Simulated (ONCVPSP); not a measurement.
u(r) = r·R(r): atom against pseudo-atom (carbon (C))

Columns: radius, all-electron u(r) and pseudo u(r) of the 2p shell (level -5.67 eV) of carbon in the configuration [He] 2s1 2p3; Wu-Cohen, scalar-relativistic, ONCV scheme, ONCVPSP 4.0.1.

```
r (bohr)  all-electron  pseudo
   0.125        0.0699  0.0222
   0.250        0.2023  0.0856
   0.375        0.3382  0.1816
   0.500        0.4559  0.2985
   0.625        0.5498  0.4227
   0.750        0.6200  0.5407
   0.875        0.6684  0.6408
   1.000        0.6977  0.7146
   1.125        0.7112  0.7593
   1.250        0.7120  0.7762
   1.375        0.7032  0.7697
   1.500        0.6870  0.7452
   1.625        0.6656  0.7090
   1.750        0.6405  0.6675
   1.875        0.6129  0.6262
   2.000        0.5838  0.5886
   2.125        0.5538  0.5550
   2.250        0.5236  0.5237
   2.375        0.4936  0.4936
   2.500        0.4640  0.4640
   2.625        0.4352  0.4352
   2.750        0.4073  0.4073
   2.875        0.3806  0.3806
   3.000        0.3550  0.3550
   3.125        0.3308  0.3308
   3.250        0.3079  0.3079
```

Q: How many radial nodes do the two functions have?

A: The all-electron 2p function has n − l − 1 = 0; the pseudo-wave has 0.

Q: At about which radius was the pseudo-wave matched?

A: 2.50 bohr. The columns agree to 0.0005 from 2.25 bohr on; several derivatives are matched, so the curves merge somewhat inside the radius.

Q: Is the pseudo-wave norm-conserving?

A: Yes: the ONCV scheme keeps the norm inside the radius equal to the all-electron one, which fixes the energy derivative of the logarithmic derivative at the level.
